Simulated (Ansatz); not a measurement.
`C[Si]Br` + H–F → `C[Si]F` + HBr at 400 K and 1 bar (ligand exchange at the Si–Br bond).

Calculated with Ansatz (gas phase, PBE0-D4/def2-TZVP geometries, no zero-point term in ΔE). CCSD(T)/CBS is the MP2 limit (def2-TZVPP, def2-QZVPP) plus CCSD(T) − MP2 in def2-TZVPP, frozen cores. This one scheme is used for every species. For Br outer-core shells are correlated without core-valence functions, which leaves a few kJ/mol of doubt a bond. Scalar relativity is left out up to krypton.

```tsv
species	CCSD(T)/CBS energy (Eh)	H − E (kJ/mol)	S (J/(mol·K))
`C[Si]Br`	-2902.25975	118.6	331.0
H–F	-100.39570	36.5	182.2
`C[Si]F`	-428.74649	120.0	307.1
HBr	-2573.91920	27.6	207.2
```

H − E and S are ideal-gas, rigid-rotor, harmonic terms from PBE0-D4/def2-TZVP. 1 Eh = 2625.50 kJ/mol, R = 8.31446 J/(mol·K).

Problem. By hand: ΔE, ΔH, ΔS and ΔG.

Solution. ΔE = (-428.74649) + (-2573.91920) − (-2902.25975) − (-100.39570) = -0.01024 Eh = -26.9 kJ/mol. Δ(H − E) = 120.0 + 27.6 − 118.6 − 36.5 = -7.5, so ΔH = -34.4 kJ/mol. ΔS = 307.1 + 207.2 − 331.0 − 182.2 = 1.1 J/(mol·K). ΔG = -34.4 − 400 × (1.1)/1000 = -34.8 kJ/mol.

Problem. By hand: the equilibrium constant, and the temperature at which ΔG would vanish if ΔH and ΔS stayed fixed.

Solution. log₁₀ K = −ΔG/(RT ln 10) = 4.5. ΔH and −TΔS have one sign here, so there is no such temperature.

The number of gas molecules stays the same, so ΔS is small and ΔH decides. A doubt of 5 kJ/mol in ΔE shifts log₁₀ K by 0.7 here. These are equilibria of isolated gas molecules and say nothing of rates. Largest T1 diagnostic: 0.014 (customary marks: 0.02 for closed shells, 0.045 for open ones).

ΔS is within the doubt of such terms, so its sign, and with it that verdict, could turn.
